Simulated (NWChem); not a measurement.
A series in which one site is exchanged, each optimised at B3LYP/6-31G* with NWChem, gas phase unless a solvent is named. Pople sets run with spherical d functions. This build's default masses of Se (78.918 u) and Br (79.917 u) are each other's, which moves their modes by up to 0.6 %. Shieldings are non-relativistic GIAO values without spin-orbit effects.

A: [F][Al]([Cl])[F] (AlClF2; site = F)
B: [Br][Al]([F])[Cl] (AlBrClF; site = Br)
C: [F][Al]([Cl])[Cl] (AlCl2F; site = Cl)
D: [F][AlH][Cl] (AlHClF; site = H)

```
quantity                                                       A      B      C      D
---------------------------------------------------------  -----  -----  -----  -----
dipole (D), B3LYP/6-31G*                                    0.04   0.34   0.07      …
orbital gap (eV), B3LYP/6-31G*                              7.78   6.93   7.50      …
highest harmonic frequency (cm⁻¹), B3LYP/6-31G*              972    899    906      …
vertical ionisation energy, ΔSCF, CAM-B3LYP/def2-SVP (eV)  12.72  11.53  12.05  12.05
Al absolute shielding, B3LYP/6-31G* (ppm)                  522.9  490.8  500.4      …
```

Question: Some entries are withheld; supply them.

Answer: 
- dipole (D), B3LYP/6-31G*, D: 1.33
- orbital gap (eV), B3LYP/6-31G*, D: 7.74
- highest harmonic frequency (cm⁻¹), B3LYP/6-31G*, D: 2033
- Al absolute shielding, B3LYP/6-31G* (ppm), D: 476.9
